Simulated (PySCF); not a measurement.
# From computed data to an observable: oscillator strength and radiative lifetime

Bi(Et)(OH)2 (C2H7BiO2), SMILES C[CH2][Bi]([OH])[OH].

Geometry: B3LYP-D3(BJ)/def2-SVP. The def2 effective core potentials stand for the cores of Bi; spin–orbit coupling is left out. One conformer was computed; it need not be the lowest.

TDA-PBE/def2-SVPD (PySCF 2.14.0) puts the first singlet state with f over 0.02 at 5.99 eV (vertical), with the transition dipole (-0.077, 0.354, 0.536) in atomic units.

Problem. Find the oscillator strength, the wavelength and the radiative lifetime that this transition would have in vacuum if emission retraced absorption.

Solution. 
|μ|² = 0.4185 au, so |μ| = 1.64 D. ΔE = 5.99/27.211 = 0.2201 hartree. f = (2/3) ΔE |μ|² = 0.061 (the program prints 0.061).
λ = 1239.84/5.99 = 207 nm; ν = 48313 cm⁻¹.
Einstein's coefficient A = 0.6670 ν² f s⁻¹ (ν in cm⁻¹) = 9.6e7 s⁻¹, so τ = 1/A = 10 ns. This state is S8; the lower singlets have f = 0.004, 0.006, 0.005, 0.005, 0.009, 0.018, 0.016. The figure is the radiative limit of this one transition; relaxation, internal conversion, crossing to triplets and a medium change what is measured.
